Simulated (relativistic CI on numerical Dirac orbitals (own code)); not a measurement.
## Mn4+: M2,3 absorption edge

Computed with this model: Dirac-Coulomb-Breit CI, separate exchange-only KLI orbitals for each configuration, model QED (radiative potential, 1s self-energy scaled to tabulated hydrogen-like ionisation energies), valence Slater integrals scaled by 0.7, multiplet model of core-to-valence dipole absorption; configurations [Ar] 3d3 → [Ne] 3s2 3p5 3d4; 300 K; Lorentzian 0.48 eV and Gaussian 0.3 eV FWHM. Energies are those of the free ion, without screening or charge transfer. The branching ratio is the share of the lower-energy edge in the whole absorption, uncertain by about 0.02 where the edges overlap. S is read from ⟨S²⟩ = S(S + 1).

Field parameters in Wybourne normalisation: D3d B²₀ = −7Dσ, B⁴₀ = −14Dq − 21Dτ, B⁴₃ = −14√(10/7) Dq; D4h B²₀ = −7Ds, B⁴₀ = 21(Dq − Dt), B⁴₄ = 21√(5/14) Dq; Oh B⁴₀ = 21Dq, B⁴₄ = √(5/14) B⁴₀. The field is a parameter set, without covalency.

Peaks in eV (height, largest 100): 49.8 (7), 50.5 (8), 51.8 (12), 53.0 (10), 53.9 (6), 56.7 (100), 58.9 (25), 59.5 (24), 61.6 (80), 63.1 (60), 67.3 (80).

Q: Which surroundings give this spectrum?
A. Oh, 10Dq = 18450 cm⁻¹
B. D4h, 10Dq = 10500, Ds = -1340, Dt = 370 cm⁻¹
C. D3d, 10Dq = 11700, Dσ = 50, Dτ = 190 cm⁻¹
D. Oh, 10Dq = 13550 cm⁻¹

A: A. Oh, 10Dq = 18450 cm⁻¹, where the ground state has S = 1.50.
